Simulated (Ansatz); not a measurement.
F₄Te, triplet, at a GFN2-xTB geometry (a higher spin typed on purpose: for a closed-shell molecule this is an excited state) (all electrons, no relativity). Base run: PBE/STO-3G run with Ansatz (an electronic-structure program).

Ansatz was given this input:
Ansatz 0.2 input:
```yaml
crystal:
  periodic: [false, false, false]
  atoms:
    - {symbol: Te, position_ang: [-0.01212984, 0.00717280, 0.04829380]}
    - {symbol: F, position_ang: [-0.14724257, 1.81387706, 1.04877868]}
    - {symbol: F, position_ang: [0.21441232, -1.52023906, -1.22691457]}
    - {symbol: F, position_ang: [-0.48009114, -1.44291290, 1.44888990]}
    - {symbol: F, position_ang: [0.48300493, 1.10783207, -1.54978487]}
basis:
  gaussian:
    orbitals: STO-3G
hamiltonian:
  xc: pbe
magnetization: {spin_polarized: true, initial_magnetization: 2}
```

The bond that is stretched is that between atoms 2 and 1. A test that says stable can miss a lower solution.

Variants of this job, named by their change:

```csv
change,ΔE vs base (eV),<S^2>,stability test says
base,0.00,2.004,minimum
spin_polarized = on; lower_state_search = off,0.00,2.004,undecided (no full test)
spin_polarized = on; lower_state_search = standard,0.00,2.004,minimum
bond × 1.25,0.36,2.006,minimum
spin_polarized = on; lower_state_search = off; bond × 1.25,0.36,2.006,undecided (no full test)
spin_polarized = on; lower_state_search = standard; bond × 1.25,0.36,2.006,minimum
bond × 1.5,0.83,2.001,minimum
spin_polarized = on; lower_state_search = off; bond × 1.5,0.83,2.001,undecided (no full test)
spin_polarized = on; lower_state_search = standard; bond × 1.5,0.83,2.001,minimum
bond × 1.8,0.96,2.000,minimum
spin_polarized = on; lower_state_search = off; bond × 1.8,0.96,2.000,undecided (no full test)
spin_polarized = on; lower_state_search = standard; bond × 1.8,0.96,2.000,minimum
bond × 2.2,0.98,2.000,minimum
spin_polarized = on; lower_state_search = off; bond × 2.2,0.98,2.000,undecided (no full test)
spin_polarized = on; lower_state_search = standard; bond × 2.2,0.98,2.000,minimum
bond × 3.0,0.98,2.000,minimum
spin_polarized = on; lower_state_search = off; bond × 3.0,0.98,2.000,undecided (no full test)
spin_polarized = on; lower_state_search = standard; bond × 3.0,0.98,2.000,minimum
```

On stretching, the SCF can end on different states; <S^2> shows the spin contamination of each.
